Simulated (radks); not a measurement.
The numbers below are computed, except where a source is named.
Q: These are the eigenvalues of the occupied orbitals of an atom or ion with whole-number occupations (eV). Level of theory: scalar-relativistic Kohn-Sham, PBE, spin-polarised, spherical densities, finite nucleus; Fermi nuclear charge, rms radius of each element as measured or else 0.836 A^(1/3) + 0.57 fm (a radial shooting solver on a logarithmic mesh with Libxc functionals).

1s up: -1591.259
1s down: -1589.809
2s up: -177.6781
2s down: -174.7442
2p up: -140.1701
2p down: -136.9613

Which element is it, and in what charge state? The configuration may be excited. Open shells, if any, are filled with parallel spins first.

A: Z = 13, aluminium, charge +4: Al4+ in [He] 2s2 2p5. The list shows which subshells hold electrons but not how many an open one holds; the 1s level, -58.478 hartree, gives Z - s = 10.8 by -(Z - s)^2/2, which with screening and relativity narrows Z to a few neighbours, and the depths of the outer levels then fix element, charge and occupations together.
